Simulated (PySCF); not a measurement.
PbClBr, SMILES [Pb]([Cl])[Br] (connectivity only; charge and spin as stated), neutral, multiplicity 1.

The structure is a stationary point at B3LYP-D3(BJ)/def2-TZVP. The def2 effective core potentials stand for the cores of Pb; spin–orbit coupling is left out.

Method: B3LYP-D3(BJ)/def2-TZVP (PySCF 2.14.0).

Frequencies are harmonic and unscaled.

| mode | ν (cm⁻¹) | IR (km/mol) | moving atoms (share of kinetic energy) |
|---|---|---|---|
| 1 | 81 | 1.7 | Cl 60 %, Br 27 %, Pb 13 % |
| 2 | 205 | 34.2 | Br 70 %, Pb 29 % |
| 3 | 304 | 57.5 | Cl 85 %, Pb 15 % |
